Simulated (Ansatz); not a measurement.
VTe2⁺. Total charge 1; triplet. Geometry PBE0-D4/def2-TZVP, that of the neutral doublet; atoms count from 1.

Cartesian coordinates in Å:
```
V -0.353 -0.858 1.104
Te 1.214 0.955 0.188
Te -0.861 -0.097 -1.292
```

In the def2 sets Te takes a core potential; there is no spin–orbit coupling. The charge 1 triplet is spin-contaminated (final ⟨S²⟩ up to 2.95, 2.00 for a pure state). The structure comes from a short search, and lower isomers may exist.

Q: Estimate the Mulliken populations from the PBE0/def2-TZVP orbitals of Ansatz.

A: 
```json
{"atom": "V1", "charge (e)": "0.72", "spin (α − β)": "3.36", "d electrons": "3.70"}
{"atom": "Te2", "charge (e)": "0.14", "spin (α − β)": "-0.68", "d electrons": "–"}
{"atom": "Te3", "charge (e)": "0.14", "spin (α − β)": "-0.68", "d electrons": "–"}
```
Mulliken values depend strongly on the basis.

Q: Where does the spin sit?

A: Summed by element: V 3.36, Te -1.36, of 2 unpaired in all. Largest on single atoms: V1 3.36, Te2 -0.68, Te3 -0.68.

Q: And the Mayer bond orders between heavy atoms (over 0.3)?

A: V1–Te2 1.12 (2.57 Å); V1–Te3 1.12 (2.57 Å); Te2–Te3 1.26 (2.76 Å).
